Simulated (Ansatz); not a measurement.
## GeH₄, singlet: energies of several shapes or isomers

Program: Ansatz, Gaussian basis, development build. Basis def2-SVP, nonrelativistic, 14 orbitals frozen in the corrections; active space CAS(8,8). Restricted Hartree–Fock, then the lowest state-specific CASSCF solution met for each case. Small basis; these aren't basis-limit values. Single-reference values can break down or jump between states where bonds are stretched. Solutions in different active orbitals can move differences by tenths of an eV and at times more than 1 eV.

Case A:

```xyz
5

Ge    0.0000    0.0000    0.0000
H     0.8875    0.8875    0.8875
H     0.8875   -0.8875   -0.8875
H    -0.8875    0.8875   -0.8875
H    -0.8875   -0.8875    0.8875
```

Case B:

```xyz
5

Ge    0.0000    0.0000    0.0000
H     0.9585    0.9585    0.9585
H     0.9585   -0.9585   -0.9585
H    -0.9585    0.9585   -0.9585
H    -0.9585   -0.9585    0.9585
```

Case C:

```xyz
5

Ge    0.0000    0.0000    0.0000
H     0.8165    0.8165    0.8165
H     0.8165   -0.8165   -0.8165
H    -0.8165    0.8165   -0.8165
H    -0.8165   -0.8165    0.8165
```

Energy less that of case A, in eV:

```tsv
case	RHF/ROHF	CASSCF
B	+0.519	+0.263
C	+0.642	+0.833
```

Problem. What does SC-NEVPT2 give for these differences?

Solution. B: +0.376 eV (8.7 kcal/mol); C: +0.718 eV (16.6 kcal/mol).

Problem. Which case is lowest, and do the methods agree?

Solution. A is lowest in SC-NEVPT2. Of the methods shown, RHF/ROHF, CASSCF agree.
